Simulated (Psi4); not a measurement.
Internal rotation in SMILES F[Si](F)(c1ccc(s1)F)F (C₄H₂F₄SSi). Scanned: dihedral S10–C5–Si6–F7; all other coordinates were relaxed at B3LYP-D3(BJ)/def2-SVP. Heavy atoms are numbered in the order of the SMILES Fc1ccc([Si](F)(F)F)s1, hydrogens after them in the order of the atoms that carry them; the mirror image has the same energies with the sign of each dihedral reversed.

PBE/def2-SVP // B3LYP-D3(BJ)/def2-SVP (Psi4); PBE-D3(BJ)/def2-SVP // B3LYP-D3(BJ)/def2-SVP (Psi4); MP2/cc-pVTZ = DF-MP2 (frozen core)/cc-pVTZ // B3LYP-D3(BJ)/def2-SVP run with Psi4.

Energies relative to the lowest point of each profile, in kJ/mol; the last columns give the difference from MP2:

```tsv
φ / °	PBE/def2-SVP	PBE-D3(BJ)/def2-SVP	MP2/cc-pVTZ	PBE/def2-SVP − MP2/cc-pVTZ	PBE-D3(BJ)/def2-SVP − MP2/cc-pVTZ
0	3.48	3.48	1.14	2.34	2.34
10	3.12	3.11	1.20	1.92	1.92
20	2.58	2.57	0.89	1.69	1.68
30	1.43	1.42	0.83	0.59	0.59
40	0.98	0.97	0.34	0.65	0.63
50	0.09	0.08	0.05	0.03	0.03
60	0.19	0.19	0.00	0.19	0.19
70	0.00	0.00	0.34	-0.34	-0.34
80	0.93	0.94	0.50	0.43	0.44
90	1.51	1.50	0.60	0.91	0.91
100	2.64	2.63	0.87	1.77	1.76
110	3.19	3.18	1.18	2.01	2.00
```

PBE/def2-SVP is furthest from MP2/cc-pVTZ at 0 (2.34 kJ/mol, above); its mean absolute difference over the points is 1.07 kJ/mol.

PBE-D3(BJ)/def2-SVP is furthest from MP2/cc-pVTZ at 0 (2.34 kJ/mol, above); its mean absolute difference over the points is 1.07 kJ/mol.
